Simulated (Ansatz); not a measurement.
Mulliken charges of `[NH2][Ta](=[O])([OH])[OH]` from r2SCAN/def2-TZVPP in Ansatz (PBE0-D4/def2-TZVP geometry).

| atom | x (Å) | y (Å) | z (Å) | charge (e) |
| --- | --- | --- | --- | --- |
| N1 | 0.902 | -0.428 | -1.274 | -0.501 |
| Ta2 | 0.038 | -0.042 | 0.465 | 1.075 |
| O3 | 1.209 | -0.437 | 1.663 | -0.436 |
| O4 | -1.513 | -1.127 | 0.775 | -0.451 |
| O5 | -0.443 | 1.809 | 0.528 | -0.458 |
| H6 | 0.523 | -0.201 | -2.181 | 0.164 |
| H7 | 1.813 | -0.850 | -1.372 | 0.188 |
| H8 | -2.316 | -1.278 | 0.278 | 0.203 |
| H9 | -0.125 | 2.507 | 1.100 | 0.217 |

Question: By hand: the dipole of these point charges (1 e Å = 4.8032 D).

Answer: Σ q r = (-0.124, 0.131, -0.499) e Å, of length 0.531 e Å = 2.55 D.

Question: How does the dipole of the full density compare? (Best estimate.)

Answer: The calculation gave: (-0.309, 0.245, -0.672) e Å, 3.74 D; the point charges give 0.68 times that, at 11° from its direction.

Point charges leave out the atoms' own dipoles, such as those of lone pairs, and Mulliken's split depends on the basis, so the two needn't agree.
